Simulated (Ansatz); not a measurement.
C2H8S2Si (`C[Si](C)(S)S`), relaxed with RKS PBE0-D4/def2-TZVP in the Gaussian-basis code of Ansatz from a PBE-D4/def2-SVP geometry. The force threshold is 0.005 eV/Å; the program also tests the step.

Charge 0, multiplicity 1.

Start:

```xyz
13

C     1.300   -0.524   -1.141
Si    0.240    0.026    0.313
C    -1.598   -0.072   -0.096
S     0.788   -1.279    1.952
S     0.732    2.040    0.971
H     1.122    0.144   -2.008
H     2.376   -0.470   -0.882
H     1.057   -1.563   -1.444
H    -1.848    0.585   -0.956
H    -2.212    0.243    0.770
H    -1.873   -1.113   -0.363
H    -0.031   -0.662    2.851
H    -0.052    2.645    0.033
```

```csv
step,energy (eV),largest force (eV/Å),largest move (Å)
1,-31744.0536,0.542,0.000
2,-31744.1037,0.215,0.032
3,-31744.1082,0.083,0.027
4,-31744.1086,0.028,0.031
5,-31744.1090,0.004,0.019
```

End:

```xyz
13

C     1.286   -0.516   -1.128
Si    0.235    0.029    0.310
C    -1.582   -0.071   -0.091
S     0.783   -1.256    1.932
S     0.718    2.019    0.959
H     1.102    0.126   -1.993
H     2.346   -0.452   -0.878
H     1.054   -1.547   -1.410
H    -1.832    0.592   -0.924
H    -2.190    0.218    0.768
H    -1.848   -1.093   -0.375
H    -0.043   -0.671    2.815
H    -0.028    2.622    0.016
```

Run time 44 s (4 threads of a server CPU on a shared host); peak host memory 0.71 GiB.
